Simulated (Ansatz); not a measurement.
```yaml
crystal:
  periodic: [false, false, false]
  atoms:
    - {symbol: C, position_ang: [-1.602298, -0.264705, 1.077780]}
    - {symbol: B, position_ang: [-0.077889, -0.375962, 1.361351]}
    - {symbol: C, position_ang: [1.021324, -0.544928, 0.264395]}
    - {symbol: N, position_ang: [0.599007, -0.435453, -1.119566]}
    - {symbol: C, position_ang: [0.344223, 0.931153, -1.515893]}
    - {symbol: H, position_ang: [-1.903685, 0.771858, 1.290389]}
    - {symbol: H, position_ang: [-1.881613, -0.493440, 0.047915]}
    - {symbol: H, position_ang: [-2.192795, -0.873164, 1.769485]}
    - {symbol: H, position_ang: [0.312928, -0.363649, 2.500125]}
    - {symbol: H, position_ang: [1.896644, 0.090488, 0.507451]}
    - {symbol: H, position_ang: [1.383880, -1.571171, 0.449183]}
    - {symbol: H, position_ang: [1.303601, -0.830073, -1.728660]}
    - {symbol: H, position_ang: [1.194314, 1.612479, -1.337160]}
    - {symbol: H, position_ang: [0.091432, 0.970774, -2.577447]}
    - {symbol: H, position_ang: [-0.510975, 1.324996, -0.960047]}
basis:
  gaussian: {orbitals: aug-pcseg-2, nuclear_model: gaussian}
hamiltonian: {xc: {name: wB97}}
output: {forces: true}
```

```sh
$ ansatz run in.yaml --threads 4 --pin off --events-out ev --progress --plain --max-ram 10444MiB
```

Shortened log:

```
Functional definition: wB97
1606 factors; their error is unknown
1058 factors; integrals over basis functions are off by at most 2.3e-5 eV
mean field evaluation 1: about -5434.2453 eV, gradient 5.5e1 eV
mean field evaluation 2: about -5437.3720 eV, gradient 4.2e1 eV
mean field evaluation 4: about -5441.1547 eV, gradient 2.2e0 eV
mean field evaluation 8: about -5441.1666 eV, gradient 8.0e-2 eV
mean field evaluation 16: about -5441.0878 eV, gradient 2.3e-4 eV
mean field -5441.08783743 eV, -199.9562899236 hartree, gradient 3.3e-5 eV, S^2 0.000000; 0 other end points of the search recorded, 0 dependent functions left out
reference -5441.08781780 eV, -199.9562892025 hartree; 20, 20 occupied and 440, 440 virtual orbitals, 1606 factors
Total energy: -5441.08781780 eV, -199.9562892025 hartree
Atom 0 at    -1.602298    -0.264705     1.077780 Å, force    -0.265025     0.066122     0.003781 eV/Å
Atom 1 at    -0.077889    -0.375962     1.361351 Å, force     0.044247     0.011822     0.169650 eV/Å
Atom 2 at     1.021324    -0.544928     0.264395 Å, force     0.297701    -0.113929     0.117733 eV/Å
Atom 3 at     0.599007    -0.435453    -1.119566 Å, force     0.119206    -0.151406    -0.173508 eV/Å
Atom 4 at     0.344223     0.931153    -1.515893 Å, force    -0.051342     0.226462    -0.090328 eV/Å
Atom 5 at    -1.903685     0.771858     1.290389 Å, force     0.032436    -0.061310    -0.024781 eV/Å
Atom 6 at    -1.881613    -0.493440     0.047915 Å, force     0.010632     0.002998     0.015489 eV/Å
Atom 7 at    -2.192795    -0.873164     1.769485 Å, force     0.032897     0.018990    -0.046685 eV/Å
Atom 8 at     0.312928    -0.363649     2.500125 Å, force     0.002786     0.002071     0.018791 eV/Å
Atom 9 at     1.896644     0.090488     0.507451 Å, force    -0.078165    -0.025941    -0.056588 eV/Å
Atom 10 at     1.383880    -1.571171     0.449183 Å, force    -0.031829     0.069121    -0.021949 eV/Å
Atom 11 at     1.303601    -0.830073    -1.728660 Å, force    -0.074511     0.016206     0.047122 eV/Å
Atom 12 at     1.194314     1.612479    -1.337160 Å, force    -0.028792    -0.065891     0.004852 eV/Å
Atom 13 at     0.091432     0.970774    -2.577447 Å, force     0.004328     0.007099     0.030302 eV/Å
Atom 14 at    -0.510975     1.324996    -0.960047 Å, force    -0.014569    -0.002416     0.006118 eV/Å
Dipole moment:     0.162964     0.071974    -0.088719 e Å
```

Run time 23 s (4 threads of an Arm Neoverse V1 on a shared host); peak host memory 2.1 GiB.
